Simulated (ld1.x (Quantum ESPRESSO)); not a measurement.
**Building the RRKJ potential for Mn (Z = 25) (BP86, scalar-relativistic).**

ld1.x (Quantum ESPRESSO) 7.5 input, shortened:

```
&input
   title='Mn', zed=25., rel=1, dft='BP', iswitch=3,
   config='[Ar] 3d5 4s2 4p0'
 /
 &inputp
   pseudotype=2, tm=.false., lloc=0,
   nlcc=.false.
 /
3
3P  2  1   6.00   0.00  1.50  1.50  0.0
3D  3  2   5.00   0.00  2.00  2.00  0.0
4S  1  0   2.00   0.00  2.70  2.70  0.0
 &test
   configts(1)='3p6 3d5 4s2 4p0'
 /
```

* Cutoffs needed: 55 Ry and 70 Ry (the cutoffs (Ry, on a coarse ladder) from which the occupation-weighted sum of valence levels, in a spherical-Bessel basis at the reference potential, stays within 10 and 1 mRy of its value at 400 Ry)
* Ghost test: no extra level below or beside the all-electron valence levels (p, d, s, f tested) (spherical-Bessel basis up to 400 Ry, 20 bohr box)
* Largest excitation error: -1100 meV (all-electron minus pseudo) for 3p6 3d5 4s0 4p1, out of 7 test configurations
